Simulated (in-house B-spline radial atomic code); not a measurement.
A fraction x of an electron is moved 4d → 4f in Sb5+, starting from [Kr] 4d10 and keeping the highest spin. Method: scalar-relativistic (X2C) LDA exchange-only, spin-polarised, spherical fractional occupations, Fermi nucleus of rms radius 4.6802 fm. Calculated with a B-spline radial code for spherical atoms.

```json
{"x": "0", "E(x) - E(0) (eV)": "0.0000", "4d down level (eV)": "-87.927", "4f up level (eV)": "-"}
{"x": "0.125", "E(x) - E(0) (eV)": "7.4590", "4d down level (eV)": "-88.638", "4f up level (eV)": "-28.934"}
{"x": "0.25", "E(x) - E(0) (eV)": "14.9301", "4d down level (eV)": "-89.325", "4f up level (eV)": "-29.486"}
{"x": "0.375", "E(x) - E(0) (eV)": "22.4198", "4d down level (eV)": "-89.982", "4f up level (eV)": "-29.985"}
{"x": "0.5", "E(x) - E(0) (eV)": "29.9295", "4d down level (eV)": "-90.607", "4f up level (eV)": "-30.449"}
{"x": "0.625", "E(x) - E(0) (eV)": "37.4591", "4d down level (eV)": "-91.202", "4f up level (eV)": "-30.888"}
{"x": "0.75", "E(x) - E(0) (eV)": "?", "4d down level (eV)": "?", "4f up level (eV)": "?"}
{"x": "0.875", "E(x) - E(0) (eV)": "?", "4d down level (eV)": "?", "4f up level (eV)": "?"}
{"x": "1", "E(x) - E(0) (eV)": "60.1568", "4d down level (eV)": "-92.817", "4f up level (eV)": "-32.093"}
```

**Question.** What belongs in the row x = 0.75?

**Answer.** An energy change of 45.0076 eV; 4d down at -91.768 eV, 4f up at -31.307 eV.

**Question.** What belongs in the row x = 0.875?

**Answer.** An energy change of 52.5739 eV; 4d down at -92.306 eV, 4f up at -31.707 eV.

**Question.** Check Janak's theorem between x = 0.125 and 0.25.

**Answer.** The slope of the energy is 59.77 eV; the orbital levels give 59.77 eV (ε of the receiving orbital less ε of the emptying one, averaged over the two points).
